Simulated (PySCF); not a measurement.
Te(OMe)2 (C2H6O2Te), SMILES CO[Te]OC. Atoms are numbered in the order given.

```xyz
11

Te     0.0000     0.0000     0.6788
O     -1.3389     0.6600    -0.6321
C     -2.0908    -0.3041    -1.3308
H     -2.6887    -0.9461    -0.6586
H     -2.7802     0.2436    -1.9934
H     -1.4537    -0.9551    -1.9546
O      1.3389    -0.6600    -0.6321
C      2.0908     0.3041    -1.3308
H      2.6887     0.9461    -0.6586
H      2.7802    -0.2436    -1.9934
H      1.4537     0.9551    -1.9546
```
Charge 0, spin multiplicity 1.

Coordinates come from a PBE0-D3(BJ)/def2-SVP optimisation. The def2 effective core potentials stand for the cores of Te; spin–orbit coupling is left out. The values are those of a single conformer.

All values below come from PySCF with HF/def2-TZVP.

Symmetry labels are those of the subgroup C2 that the program uses (full group C2).

Computed valence orbital energies around the gap with their symmetry:
```
orbital  symmetry  energy (eV)
-------  --------  -----------
HOMO−7          B       -16.61
HOMO−6          A       -16.51
HOMO−5          A       -15.31
HOMO−4          B       -12.90
HOMO−3          A       -12.82
HOMO−2          B       -12.07
HOMO−1          A       -11.80
HOMO            B        -8.71
LUMO            B         1.52
LUMO+1          A         2.29
LUMO+2          A         4.12
LUMO+3          B         4.67
```
